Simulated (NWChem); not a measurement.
Molecule: C2Cl2O2Pt; SMILES [O+]#[C-]->[Pt]([Cl])([Cl])<-[C-]#[O+]

Program: NWChem. Structure relaxed at the PBE0/def2-SVP level. Not confirmed as a minimum by frequencies. def2 effective core potentials on Pt; no spin-orbit coupling. Ions are spin-unrestricted doublets at the neutral geometry; other ion states weren't tried.

```
level            vertical ionisation energy, ΔSCF (eV)  −ε(HOMO) (eV)  ΔSCF minus −ε(HOMO) (eV)
---------------  -------------------------------------  -------------  ------------------------
B3LYP/def2-SVP                                    9.41           7.18                      2.23
PBE/def2-SVP                                      9.06           6.10                      2.96
M06-2X/def2-SVP                                   9.92           8.85                      1.07
r2SCAN/def2-SVP                                    ___            ___                       ___
```

### Question
Some entries are withheld; supply them.

### Answer

- r2SCAN/def2-SVP, vertical ionisation energy, ΔSCF (eV): 9.38
- r2SCAN/def2-SVP, −ε(HOMO) (eV): 6.50
- r2SCAN/def2-SVP, ΔSCF minus −ε(HOMO) (eV): 2.88
